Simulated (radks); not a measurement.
Problem. Ionisation ladder of erbium, from Er to Er21+. Each ion is in the ground configuration listed by NIST, and IE = E(next ion) - E(this ion). Calculated with a radial shooting solver on a logarithmic mesh with Libxc functionals: scalar-relativistic Kohn-Sham, PBE, spin-unpolarised, spherical densities, point nucleus.

species           configuration  IE, Delta-SCF (eV)  -e(HOMO) (eV)  HOMO
Er                [Xe] 4f12 6s2               6.383          3.139    4f
Er+               [Xe] 4f12 6s1                   ?          9.058    6s
Er2+                  [Xe] 4f12              26.214         17.437    4f
Er3+                  [Xe] 4f11              45.658         35.440    4f
Er4+                  [Xe] 4f10              79.135         56.200    4f
Er5+     [Kr] 4d10 4f10 5s2 5p5                   ?         73.358    4f
Er6+     [Kr] 4d10 4f10 5s2 5p4              111.12         91.273    4f
Er7+     [Kr] 4d10 4f10 5s2 5p3              127.83         109.89    4f
Er8+     [Kr] 4d10 4f10 5s2 5p2              144.95         129.17    4f
Er9+     [Kr] 4d10 4f10 5s2 5p1              162.44         149.06    4f
Er10+        [Kr] 4d10 4f10 5s2              183.87         169.55    4f
Er11+         [Kr] 4d10 4f9 5s2              213.55         198.43    4f
Er12+         [Kr] 4d10 4f8 5s2              244.81         228.91    4f
Er13+         [Kr] 4d10 4f7 5s2                   ?         260.93    4f
Er14+         [Kr] 4d10 4f7 5s1              305.81         285.73    4f
Er15+             [Kr] 4d10 4f7              328.38         311.02    4f
Er16+             [Kr] 4d10 4f6              363.99         345.96    4f
Er17+             [Kr] 4d10 4f5              400.93         382.25    4f
Er18+             [Kr] 4d10 4f4              439.16         419.84    4f
Er19+             [Kr] 4d10 4f3              478.63         458.71    4f
Er20+             [Kr] 4d10 4f2              519.32         498.80    4f
Er21+             [Kr] 4d10 4f1                   ?         540.09    4f

Estimate the withheld Delta-SCF values.

Solution. Er+: 11.954 eV (NIST 11.92); Er5+: 94.876 eV (NIST 96); Er13+: 284.40 eV (NIST 290); Er21+: 561.19 eV (NIST 555).

Beside tabulated values, note that spin-unpolarised runs miss the spin-polarisation part of the exchange energy of open shells. No tabulated value is given for the 4+ ions of Nd, Pm and Eu to Yb, where it belongs to another shell than the one emptied here.
